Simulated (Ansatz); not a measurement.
The cluster Zr₂S₅⁻. The state is a doublet with charge -1. Geometry PBE-D4/def2-SVPD, basis def2-TZVPD, Ansatz.

```xyz
7

Zr    0.5098   -1.3678    1.8696
Zr    0.0221    0.3315   -0.3290
S     0.2025    1.0179    2.1188
S    -1.5341    0.8479   -2.1909
S     2.0198   -1.2197   -0.0133
S    -1.4317   -1.7178    0.5812
S     0.2116    2.1080   -2.0364
```

```csv
run,HOMO (eV),LUMO (eV)
A,-1.18,0.09
B,-0.90,-0.10
C,-0.86,-0.01
D,-4.43,2.54
E,-1.85,0.59
```

In the def2 sets Zr takes a core potential; there is no spin–orbit coupling. Another isomer (doublet) lies 0.61 eV lower at PBE0-D4/def2-TZVPD; other spin states weren't run for this one.

HOMO and LUMO are taken over both spins.

**Question.** The runs used HF, PBE, PBE0, r2SCAN, revPBE. Estimate which is which.

**Answer.** A r2SCAN (0 % exact exchange); B PBE (0 % exact exchange); C revPBE (0 % exact exchange); D HF (100 % exact exchange); E PBE0 (25 % exact exchange). Exact exchange lowers occupied and raises empty levels; among semilocal functionals meta-GGAs tend to open the gap a little, and such runs are hard to tell apart. The gap grows from 0.80 eV (PBE) to 6.97 eV (HF).
